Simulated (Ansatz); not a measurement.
Reactions of C$_{2}$H$_{8}$BClSi, SMILES `CC([SiH3])BCl`.

Calculated with Ansatz (gas phase, PBE0-D4/def2-TZVP geometries, no zero-point term in ΔE). CCSD(T)/CBS adds triple-zeta CCSD(T) − MP2 to the extrapolated MP2 energy (def2 sets, frozen cores). This one scheme is used for every species. DFT in def2-TZVPP. For Se outer-core shells are correlated without core-valence functions, which leaves a few kJ/mol of doubt a bond. Scalar relativity is left out up to krypton. One conformer a species, not always the lowest.

```tsv
reaction	B2PLYP (kJ/mol)	ωB97X-V (kJ/mol)	CCSD(T)/CBS(def2) (kJ/mol)
`CC([SiH3])BCl` + H₂O → `OBCl` + `CC[SiH3]`	-133	-126	-118
`CC([SiH3])BCl` + `[AlH3]` → `[AlH2][BH]Cl` + `CC[SiH3]`	48	50	50
`CC([SiH3])BCl` + CH₃NH₂ → `CNBCl` + `CC[SiH3]`	-134	-128	-126
`CC([SiH3])BCl` + H₂Se → `ClB[SeH]` + `CC[SiH3]`	-59	-52	-56
`CC([SiH3])BCl` + H₂ → `CC[SiH3]` + `BCl`	-5	1	5
`CC([SiH3])BCl` + `C[SiH3]` → `C[SiH2]BCl` + `CC[SiH3]`	41	41	42
`CC([SiH3])BCl` + `O[SiH2][SiH3]` → `[SiH3][SiH2]OBCl` + `CC[SiH3]`	-128	-123	-120
```

Largest T1 diagnostic: 0.013, for `[SiH3][SiH2]OBCl`.
